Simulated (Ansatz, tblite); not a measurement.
Cost and result up the ladder for BH2(CF3) (CH2BF3) (7 atoms). Total charge 0; singlet. Geometry: PBE-D4/def2-SVP.

Cartesian coordinates in Å:
```
B -0.068 -0.381 0.876
H 0.792 -0.117 1.684
H -1.083 -0.970 1.172
C 0.084 0.183 -0.609
F 1.352 0.361 -1.043
F -0.502 1.427 -0.510
F -0.575 -0.504 -1.570
```

Ansatz on 4 threads of Arm Neoverse V1 on a shared host; xTB runs through tblite on one thread. Times are rough, summed over both states, and most runs start from the orbitals of an earlier one. PBE0-D4/def2-TZVP serves as the yardstick here, not as an exact answer. The other state is a doublet.

The xTB rows come from tblite.

Raw xTB energies of ions are shifted by several eV.

```json
{"level": "GFN2-xTB", "functions": "22", "wall time": "0.005 s", "vertical IE (eV)": "16.69", "difference from PBE0-D4/def2-TZVP (eV)": "3.96"}
{"level": "GFN1-xTB", "functions": "24", "wall time": "0.006 s", "vertical IE (eV)": "17.31", "difference from PBE0-D4/def2-TZVP (eV)": "4.59"}
{"level": "PBE-D4/def2-TZVP", "functions": "167", "wall time": "2.8 s", "vertical IE (eV)": "12.18", "difference from PBE0-D4/def2-TZVP (eV)": "-0.54"}
{"level": "PBE0-D4/def2-TZVP (with forces)", "functions": "167", "wall time": "3.6 s", "vertical IE (eV)": "12.72", "difference from PBE0-D4/def2-TZVP (eV)": "0.00"}
{"level": "r2SCAN-D4/def2-TZVP", "functions": "167", "wall time": "5.5 s", "vertical IE (eV)": "12.40", "difference from PBE0-D4/def2-TZVP (eV)": "-0.32"}
```
